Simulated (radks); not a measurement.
The numbers below are computed, except where a source is named.
Q: The mean radii <r> (bohr) of the occupied orbitals of an atom or ion are listed with their occupations. Code: a radial shooting solver on a logarithmic mesh with Libxc functionals. Model: Dirac Kohn-Sham, PBE, spin-unpolarised, spherical densities, point nucleus.

orbital  occ.      <r>
1s1/2       2  0.01898
2s1/2       2  0.07976
2p1/2       2  0.06612
2p3/2       4  0.07385
3s1/2       2   0.2081
3p1/2       2   0.1981
3p3/2       4   0.2124
3d3/2       4   0.1863
3d5/2       6   0.1908
4s1/2       2   0.4681
4p1/2       2   0.4746
4p3/2       4   0.5075
4d3/2       4   0.5286
4d5/2       6   0.5401
5s1/2       2    1.131
5p1/2       2    1.254
5p3/2       4    1.354
4f5/2       6   0.6673
4f7/2       8   0.6794
5d3/2       1    1.915

Name the element and its charge. Open shells, if any, fill j = l - 1/2 first.

A: Z = 72, hafnium, charge +3: Hf3+ in [Xe] 4f14 5d1. The 1s radius gives Z: for a bare nucleus <r> = (2 gamma + 1)/(2Z) with gamma = sqrt(1 - (Z/c)^2), 0.01876 bohr for Z = 72, and screening makes it slightly larger (0.01898 here). The occupations add up to 69, and the charge is Z minus that.
